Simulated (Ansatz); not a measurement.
Isolated molecules relaxed with PBE0-D4/def2-TZVP in Ansatz; ΔE leaves out vibrations. CBS: MP2 limit from def2 TZ/QZ plus the TZ coupled-cluster correction, frozen cores. Double bonds are as drawn, so ΔE can hold a change between cis and trans. Functionals use def2-TZVPP. B3LYP here is the variant with VWN-RPA as its local correlation; programs differ in this. One conformer a species, not always the lowest.

`F[SiH2]C1=C[SiH2]1` + `O[SiH](O)/C=C/[SiH3]` → `O[SiH](O)/C=C\[SiH2]F` + `[SiH3]C1=C[SiH2]1`  (redistribution)

**Question.** Is it downhill or uphill in electronic energy at CCSD(T)/CBS, and by how much? (An estimate is asked.)

**Answer.** Ansatz gave: Downhill: ΔE = -5.4 kJ/mol.

**Question.** What do these levels give: ωB97M-V, PBE, PBE0, B3LYP, HF/def2-TZVPP, SCS-MP2/def2-TZVPP, CCSD/def2-TZVPP, MP2/def2-QZVPP, SCS-MP2/def2-QZVPP, HF/CBS(def2), MP2/CBS(def2), CCSD/CBS(def2)? (Estimate.)

**Answer.** Computed: ωB97M-V -9.1, PBE -4.5, PBE0 -4.5, B3LYP -1.1, HF/def2-TZVPP 3.8, SCS-MP2/def2-TZVPP -4.2, CCSD/def2-TZVPP -4.3, MP2/def2-QZVPP -5.3, SCS-MP2/def2-QZVPP -3.5, HF/CBS(def2) 4.8, MP2/CBS(def2) -5.5, CCSD/CBS(def2) -3.8 kJ/mol.

Largest T1 diagnostic among the species: 0.013.

In def2-TZVPP, CCSD(T) changes the Hartree–Fock value by −9.6 kJ/mol (the triples alone add −1.5 kJ/mol) and MP2 by −9.7 kJ/mol. The D4 term adds −6.0 kJ/mol with B3LYP and −3.1 kJ/mol with PBE0; it sums over pairs of atoms, weighted by their polarisabilities, and B3LYP, whose exchange is more repulsive, gets the larger term.
